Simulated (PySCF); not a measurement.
C4H14OSi2, SMILES C[Si](C)(CO[SiH3])C, GFN2-xTB optimised geometry.

```
21

C      1.60    -0.84     0.00
Si    -0.31    -0.84     0.00
C     -0.98    -1.66     1.59
C     -1.00    -1.76    -1.53
C     -0.94     0.98     0.00
O     -0.21     1.85    -0.83
Si    -0.11     1.97    -2.44
H      1.98    -0.33    -0.88
H      1.99    -0.33     0.87
H      2.00    -1.85     0.00
H     -2.07    -1.59     1.64
H     -0.58    -1.19     2.48
H     -0.72    -2.71     1.62
H     -0.66    -1.30    -2.45
H     -0.68    -2.80    -1.54
H     -2.08    -1.75    -1.54
H     -0.87     1.40     1.01
H     -2.00     1.02    -0.28
H      0.60     0.84    -3.04
H      0.64     3.21    -2.53
H     -1.43     2.04    -3.07
```

Density from PBE/def2-SVP (PySCF) at that geometry.

Minimum of the electron density along straight lines between bonded atoms, close to the bond critical point (lines longer than 1.1 times the sum of covalent radii, or with two minima, are not listed):

```csv
bond,length / Å,ρ at the minimum / e bohr⁻³,∇²ρ there / e bohr⁻⁵,position (fraction from the first atom)
C1–Si2,1.905,0.109,0.30,0.62
Si2–C3,1.908,0.108,0.31,0.38
Si2–C4,1.908,0.109,0.29,0.38
Si2–C5,1.929,0.109,0.28,0.38
C5–O6,1.407,0.249,-0.29,0.34
O6–Si7,1.608,0.133,1.15,0.59
C1–H8,1.086,0.270,-0.95,0.63
C1–H9,1.086,0.269,-0.95,0.63
C1–H10,1.086,0.269,-0.94,0.63
C3–H11,1.086,0.269,-0.95,0.63
C3–H12,1.085,0.270,-0.95,0.63
C3–H13,1.085,0.270,-0.95,0.63
C4–H14,1.085,0.270,-0.95,0.63
C4–H15,1.086,0.269,-0.95,0.63
C4–H16,1.087,0.269,-0.94,0.63
C5–H17,1.095,0.275,-1.00,0.63
C5–H18,1.096,0.273,-0.98,0.63
Si7–H19,1.469,0.117,0.31,0.49
Si7–H20,1.455,0.120,0.32,0.49
Si7–H21,1.468,0.117,0.31,0.49
```
